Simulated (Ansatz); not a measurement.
Cartesian coordinates in Å:
```
C 0.9913 -0.2897 1.0694
C 0.0025 0.0136 0.2094
Al -1.5431 0.8949 0.9929
B 0.1318 -0.4216 -1.2738
O 1.3507 -0.3717 -1.8723
H 0.9513 -0.0355 2.1290
H 1.8910 -0.8222 0.7573
H -2.8485 1.2316 0.1525
H -1.4445 1.2807 2.5324
H -0.8162 -0.8032 -1.9145
H 1.3336 -0.6769 -2.7822
```

The species carries charge 0 and has multiplicity 1.

List the PBE/def2-TZVPP orbital energies in eV (Ansatz). (Best estimate.)

Computed: Occupied: -1506.31, -510.89, -269.43, -268.33, -177.24, -106.60, -68.73, -68.46, -68.45, -25.79, -18.75, -14.44, -13.26, -11.09, -11.08, -9.93, -9.13, -8.86, -7.56, -7.03, -6.99, -6.40. Lowest empty: -2.61, -1.59, -0.25, 0.37, 0.46, 0.76, 1.48, 1.99.
